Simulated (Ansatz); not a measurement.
Ansatz (a program for electronic structure) input (B3LYP-D3(BJ)/def2-TZVP):

Ansatz 0.2 input:
```yaml
crystal:
  periodic: [false, false, false]
  atoms:
    - {symbol: Si, position_ang: [0.38541041, 0.75529950, -0.13735227]}
    - {symbol: C, position_ang: [1.53414093, -0.75074211, -0.06715074]}
    - {symbol: Cl, position_ang: [1.48580962, 2.33554387, 0.72286278]}
    - {symbol: N, position_ang: [-0.99170137, 0.54185307, 0.77882298]}
    - {symbol: Si, position_ang: [-2.31788150, -0.68303996, 0.34810014]}
    - {symbol: H, position_ang: [0.35185886, 1.23181015, -1.53777837]}
    - {symbol: H, position_ang: [1.00802237, -1.62133992, -0.44522120]}
    - {symbol: H, position_ang: [2.43188092, -0.61023979, -0.66590066]}
    - {symbol: H, position_ang: [1.84024778, -0.96882030, 0.95269863]}
    - {symbol: H, position_ang: [-1.40299733, 1.34743463, 1.22399894]}
    - {symbol: H, position_ang: [-1.46946751, -1.65080071, -0.42026276]}
    - {symbol: H, position_ang: [-2.91216252, 0.04955425, -0.82258589]}
basis:
  gaussian:
    orbitals: def2-TZVP
hamiltonian:
  xc: b3lyp
  dispersion: d3bj
total_charge: -1
relax: {f_tol: 0.002, max_steps: 150}
```

Output:

```
Functional definition: B3LYP
integrals: 0.17 GiB planned
1428 factors; their error is unknown
0.28 GiB of the device are held for the grids
1.23 GiB of device memory are held for the factors and their scratch space
mean field: 1.07 GiB planned
mean field evaluation 1: about -30917.4888 eV, gradient 6.3e1 eV
mean field evaluation 2: about -30905.1139 eV, gradient 9.4e1 eV
mean field evaluation 4: about -30925.7234 eV, gradient 5.6e0 eV
mean field evaluation 8: about -30925.7940 eV, gradient 6.3e-2 eV
mean field evaluation 16: about -30925.8693 eV, gradient 1.6e-4 eV
mean field -30925.86927367 eV, -1136.5047335002 hartree, gradient 1.8e-5 eV, S^2 0.000000; 0 other end points of the search recorded, 0 dependent functions left out
the calculation of the forces begins
reference -30925.86958471 eV, -1136.5047449309 hartree; 33, 33 occupied and 182, 182 virtual orbitals, 1428 factors
relax step   1: F+E_penalty+E_count = -30926.48465981 eV  Δ(F+E_penalty+E_count) = +0.000e0 eV  max|allowed force component| = 1.015e0 eV/Å  Δτ_max = 0.0000 Å  (28 SCF iters, accepted)
these checks for a lower state are left out or cut short: starts, cluster_reference, orbital_swaps, neighbouring_geometries, increment
integrals: 0.17 GiB planned
1428 factors; their error is unknown
0.28 GiB of the device are held for the grids
1.23 GiB of device memory are held for the factors and their scratch space
mean field: 1.06 GiB planned
mean field -30925.97254658 eV, -1136.5085287097 hartree, gradient 2.4e-5 eV, S^2 0.000000; 0 other end points of the search recorded, 0 dependent functions left out
the calculation of the forces begins
reference -30925.97285901 eV, -1136.5085401913 hartree; 33, 33 occupied and 182, 182 virtual orbitals, 1428 factors
relax step   2: F+E_penalty+E_count = -30926.58674631 eV  Δ(F+E_penalty+E_count) = -1.021e-1 eV  max|allowed force component| = 4.122e-1 eV/Å  Δτ_max = 0.1265 Å  (31 SCF iters, accepted)
these checks for a lower state are left out or cut short: starts, cluster_reference, orbital_swaps, neighbouring_geometries, increment
integrals: 0.17 GiB planned
1428 factors; their error is unknown
0.28 GiB of the device are held for the grids
1.23 GiB of device memory are held for the factors and their scratch space
mean field: 1.06 GiB planned
mean field evaluation 32: about -30925.9966 eV, gradient 1.8e-5 eV
mean field -30925.99664302 eV, -1136.5094142375 hartree, gradient 1.8e-5 eV, S^2 0.000000; 0 other end points of the search recorded, 0 dependent functions left out
the calculation of the forces begins
reference -30925.99695509 eV, -1136.5094257058 hartree; 33, 33 occupied and 182, 182 virtual orbitals, 1428 factors
relax step   3: F+E_penalty+E_count = -30926.60980315 eV  Δ(F+E_penalty+E_count) = -2.306e-2 eV  max|allowed force component| = 2.763e-1 eV/Å  Δτ_max = 0.0606 Å  (31 SCF iters, accepted)
these checks for a lower state are left out or cut short: starts, cluster_reference, orbital_swaps, neighbouring_geometries, increment
integrals: 0.17 GiB planned
1428 factors; their error is unknown
0.28 GiB of the device are held for the grids
1.23 GiB of device memory are held for the factors and their scratch space
mean field: 1.06 GiB planned
mean field -30926.00546009 eV, -1136.5097382590 hartree, gradient 1.7e-5 eV, S^2 0.000000; 0 other end points of the search recorded, 0 dependent functions left out
the calculation of the forces begins
reference -30926.00577163 eV, -1136.5097497078 hartree; 33, 33 occupied and 182, 182 virtual orbitals, 1428 factors
relax step   4: F+E_penalty+E_count = -30926.61886076 eV  Δ(F+E_penalty+E_count) = -9.058e-3 eV  max|allowed force component| = 2.509e-1 eV/Å  Δτ_max = 0.0601 Å  (30 SCF iters, accepted)
these checks for a lower state are left out or cut short: starts, cluster_reference, orbital_swaps, neighbouring_geometries, increment
integrals: 0.17 GiB planned
1428 factors; their error is unknown
[...]
integrals: 0.17 GiB planned
1428 factors; their error is unknown
0.29 GiB of the device are held for the grids
1.23 GiB of device memory are held for the factors and their scratch space
mean field: 1.07 GiB planned
mean field -30926.04738748 eV, -1136.5112790621 hartree, gradient 1.6e-5 eV, S^2 0.000000; 0 other end points of the search recorded, 0 dependent functions left out
the calculation of the forces begins
reference -30926.04769571 eV, -1136.5112903893 hartree; 33, 33 occupied and 182, 182 virtual orbitals, 1428 factors
relax step  19: F+E_penalty+E_count = -30926.67050115 eV  Δ(F+E_penalty+E_count) = -7.173e-4 eV  max|allowed force component| = 4.937e-2 eV/Å  Δτ_max = 0.0164 Å  (31 SCF iters, accepted)
these checks for a lower state are left out or cut short: starts, cluster_reference, orbital_swaps, neighbouring_geometries, increment
integrals: 0.17 GiB planned
1428 factors; their error is unknown
0.29 GiB of the device are held for the grids
1.23 GiB of device memory are held for the factors and their scratch space
mean field: 1.07 GiB planned
mean field -30926.04760065 eV, -1136.5112868961 hartree, gradient 1.6e-5 eV, S^2 0.000000; 0 other end points of the search recorded, 0 dependent functions left out
the calculation of the forces begins
reference -30926.04790884 eV, -1136.5112982217 hartree; 33, 33 occupied and 182, 182 virtual orbitals, 1428 factors
relax step  20: F+E_penalty+E_count = -30926.67065827 eV  Δ(F+E_penalty+E_count) = -1.571e-4 eV  max|allowed force component| = 2.743e-2 eV/Å  Δτ_max = 0.0089 Å  (32 SCF iters, accepted)
these checks for a lower state are left out or cut short: starts, cluster_reference, orbital_swaps, neighbouring_geometries, increment
integrals: 0.17 GiB planned
1428 factors; their error is unknown
0.29 GiB of the device are held for the grids
1.23 GiB of device memory are held for the factors and their scratch space
mean field: 1.07 GiB planned
mean field -30926.04787559 eV, -1136.5112969996 hartree, gradient 1.6e-5 eV, S^2 0.000000; 0 other end points of the search recorded, 0 dependent functions left out
the calculation of the forces begins
reference -30926.04818376 eV, -1136.5113083247 hartree; 33, 33 occupied and 182, 182 virtual orbitals, 1428 factors
relax step  21: F+E_penalty+E_count = -30926.67077343 eV  Δ(F+E_penalty+E_count) = -1.152e-4 eV  max|allowed force component| = 2.469e-2 eV/Å  Δτ_max = 0.0148 Å  (31 SCF iters, accepted)
these checks for a lower state are left out or cut short: starts, cluster_reference, orbital_swaps, neighbouring_geometries, increment
integrals: 0.17 GiB planned
1428 factors; their error is unknown
0.29 GiB of the device are held for the grids
1.23 GiB of device memory are held for the factors and their scratch space
mean field: 1.07 GiB planned
mean field evaluation 160: about -30925.9758 eV, gradient 7.5e-4 eV
mean field -30926.04787824 eV, -1136.5112970973 hartree, gradient 1.6e-5 eV, S^2 0.000000; 0 other end points of the search recorded, 0 dependent functions left out
the calculation of the forces begins
reference -30926.04818631 eV, -1136.5113084184 hartree; 33, 33 occupied and 182, 182 virtual orbitals, 1428 factors
relax step  22: F+E_penalty+E_count = -30926.67085669 eV  Δ(F+E_penalty+E_count) = -8.325e-5 eV  max|allowed force component| = 1.094e-2 eV/Å  Δτ_max = 0.0112 Å  (31 SCF iters, accepted)
these checks for a lower state are left out or cut short: starts, cluster_reference, orbital_swaps, neighbouring_geometries, increment
integrals: 0.17 GiB planned
1428 factors; their error is unknown
0.28 GiB of the device are held for the grids
1.23 GiB of device memory are held for the factors and their scratch space
mean field: 1.07 GiB planned
mean field -30926.04785252 eV, -1136.5112961518 hartree, gradient 1.6e-5 eV, S^2 0.000000; 0 other end points of the search recorded, 0 dependent functions left out
the calculation of the forces begins
reference -30926.04816048 eV, -1136.5113074693 hartree; 33, 33 occupied and 182, 182 virtual orbitals, 1428 factors
relax step  23: F+E_penalty+E_count = -30926.67089631 eV  Δ(F+E_penalty+E_count) = -3.962e-5 eV  max|allowed force component| = 7.576e-3 eV/Å  Δτ_max = 0.0131 Å  (32 SCF iters, accepted)
these checks for a lower state are left out or cut short: starts, cluster_reference, orbital_swaps, neighbouring_geometries, increment
integrals: 0.17 GiB planned
1428 factors; their error is unknown
0.28 GiB of the device are held for the grids
1.23 GiB of device memory are held for the factors and their scratch space
mean field: 1.07 GiB planned
mean field -30926.04784693 eV, -1136.5112959465 hartree, gradient 1.6e-5 eV, S^2 0.000000; 0 other end points of the search recorded, 0 dependent functions left out
the calculation of the forces begins
reference -30926.04815485 eV, -1136.5113072623 hartree; 33, 33 occupied and 182, 182 virtual orbitals, 1428 factors
relax step  24: F+E_penalty+E_count = -30926.67091340 eV  Δ(F+E_penalty+E_count) = -1.709e-5 eV  max|allowed force component| = 6.769e-3 eV/Å  Δτ_max = 0.0070 Å  (32 SCF iters, accepted)
these checks for a lower state are left out or cut short: starts, cluster_reference, orbital_swaps, neighbouring_geometries, increment
integrals: 0.17 GiB planned
1428 factors; their error is unknown
0.28 GiB of the device are held for the grids
1.23 GiB of device memory are held for the factors and their scratch space
mean field: 1.07 GiB planned
mean field -30926.04779946 eV, -1136.5112942020 hartree, gradient 1.6e-5 eV, S^2 0.000000; 0 other end points of the search recorded, 0 dependent functions left out
the calculation of the forces begins
reference -30926.04810735 eV, -1136.5113055169 hartree; 33, 33 occupied and 182, 182 virtual orbitals, 1428 factors
relax step  25: F+E_penalty+E_count = -30926.67092553 eV  Δ(F+E_penalty+E_count) = -1.213e-5 eV  max|allowed force component| = 3.211e-3 eV/Å  Δτ_max = 0.0084 Å  (32 SCF iters, accepted)
these checks for a lower state are left out or cut short: starts, cluster_reference, orbital_swaps, neighbouring_geometries, increment
integrals: 0.17 GiB planned
1428 factors; their error is unknown
0.28 GiB of the device are held for the grids
1.23 GiB of device memory are held for the factors and their scratch space
mean field: 1.07 GiB planned
mean field evaluation 192: about -30926.0478 eV, gradient 1.3e-5 eV
mean field -30926.04783379 eV, -1136.5112954635 hartree, gradient 1.3e-5 eV, S^2 0.000000; 0 other end points of the search recorded, 0 dependent functions left out
the calculation of the forces begins
reference -30926.04814167 eV, -1136.5113067781 hartree; 33, 33 occupied and 182, 182 virtual orbitals, 1428 factors
relax step  26: F+E_penalty+E_count = -30926.67093016 eV  Δ(F+E_penalty+E_count) = -4.632e-6 eV  max|allowed force component| = 2.788e-3 eV/Å  Δτ_max = 0.0028 Å  (24 SCF iters, accepted)
these checks for a lower state are left out or cut short: starts, cluster_reference, orbital_swaps, neighbouring_geometries, increment
integrals: 0.17 GiB planned
1428 factors; their error is unknown
0.28 GiB of the device are held for the grids
1.23 GiB of device memory are held for the factors and their scratch space
mean field: 1.07 GiB planned
mean field -30926.04782051 eV, -1136.5112949755 hartree, gradient 1.1e-5 eV, S^2 0.000000; 0 other end points of the search recorded, 0 dependent functions left out
the calculation of the forces begins
reference -30926.04812840 eV, -1136.5113062903 hartree; 33, 33 occupied and 182, 182 virtual orbitals, 1428 factors
relax step  27: F+E_penalty+E_count = -30926.67093261 eV  Δ(F+E_penalty+E_count) = -2.452e-6 eV  max|allowed force component| = 1.791e-3 eV/Å  Δτ_max = 0.0012 Å  (22 SCF iters, accepted)
integrals: 0.17 GiB planned
1428 factors; their error is unknown
0.28 GiB of the device are held for the grids
1.23 GiB of device memory are held for the factors and their scratch space
mean field: 1.07 GiB planned
mean field -30926.04782051 eV, -1136.5112949755 hartree, gradient 1.1e-5 eV, S^2 0.000000; 1 other end points of the search recorded, 0 dependent functions left out
the calculation of the forces begins
reference -30926.04812840 eV, -1136.5113062903 hartree; 33, 33 occupied and 182, 182 virtual orbitals, 1428 factors
Total energy: -30926.67124050 eV, -1136.5342052379 hartree
Atom 0 at     0.365383     0.849381    -0.069688 Å, force    -0.000162     0.001132     0.000323 eV/Å
Atom 1 at     1.369424    -0.714651    -0.246824 Å, force     0.000454    -0.000315    -0.000422 eV/Å
Atom 2 at     1.658094     2.244342     0.937983 Å, force    -0.000339    -0.000354    -0.000272 eV/Å
Atom 3 at    -1.049383     0.652583     0.810174 Å, force     0.000430     0.001386     0.001791 eV/Å
Atom 4 at    -2.367582    -0.529548     0.219501 Å, force    -0.000279     0.000083    -0.000984 eV/Å
Atom 5 at     0.252390     1.492843    -1.407591 Å, force    -0.000359    -0.000545     0.000101 eV/Å
Atom 6 at     0.779519    -1.463643    -0.775753 Å, force    -0.000258    -0.000328    -0.000491 eV/Å
Atom 7 at     2.291768    -0.519197    -0.798904 Å, force     0.000318     0.000143    -0.000202 eV/Å
Atom 8 at     1.621042    -1.111704     0.738333 Å, force    -0.000111    -0.000042     0.000807 eV/Å
Atom 9 at    -1.407057     1.443074     1.320946 Å, force     0.000373    -0.000717    -0.000538 eV/Å
Atom 10 at    -1.601564    -1.841768     0.480763 Å, force     0.000043     0.000080    -0.000325 eV/Å
Atom 11 at    -1.968872    -0.525200    -1.278709 Å, force    -0.000109    -0.000523     0.000212 eV/Å
Dipole moment:     1.261600     0.538966     0.038574 e Å
```

It need not be the lowest isomer of its formula. Whether it binds its extra electron was not tested at this geometry.
